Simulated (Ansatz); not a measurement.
The first iterations of a band of BClH2 + BrH (6 atoms, charge 0, multiplicity 1).

Theory: RKS PBE-D4/def2-SVP in Ansatz.

| Property | Result |
| --- | --- |
| movable images | 7 |
| climbing image | yes |
| spring | 2.0 to 10.0 eV/Å², energy-weighted |
| optimiser | quadratic models (default) |
| start path | through a guess of the saddle point |
| force threshold | 0.05 eV/Å |
| iteration limit | 60 |
| end points | relaxed |

Image 0:

```xyz
6
Properties=species:S:1:pos:R:3
B 0.010 0.252 -0.100
H 0.204 0.766 0.979
H 0.902 -0.047 -0.863
Cl -1.646 0.224 -0.711
Br 0.290 -2.278 1.106
H -0.757 -1.978 2.043
```

Image 8:

```xyz
6
Properties=species:S:1:pos:R:3
B 0.002 -0.693 -0.613
H -0.492 0.392 2.365
H 1.029 -0.057 -0.570
Cl -1.505 0.110 -0.984
Br 0.063 -2.571 -0.282
H -0.094 -0.242 2.539
```

| iteration | highest image above the first end (eV) | largest band force component (eV/Å) |
| --- | --- | --- |
| 1 | 1.778 | 3.742 |
| 2 | 0.646 | 2.192 |
| 3 | 0.307 | 1.317 |

Question: Does the band converge within its limit, and where does its top end?

Answer: It converged. It ended after 11 iterations with the highest image 0.272 eV above the first end. Another band between the same ends (7 images) ends at a top of the same energy, where a vibrational analysis finds 1 clearly imaginary mode. The orbitals stay closed-shell, which can raise the energy where a bond breaks towards radicals; this wasn't checked here.

Run time: 2.5 min on 1 thread of Intel(R) Xeon(R) Platinum 8259CL CPU @ 2.50GHz (Skylake/Cascade Lake) (shared host), peak memory 0.16 GiB.
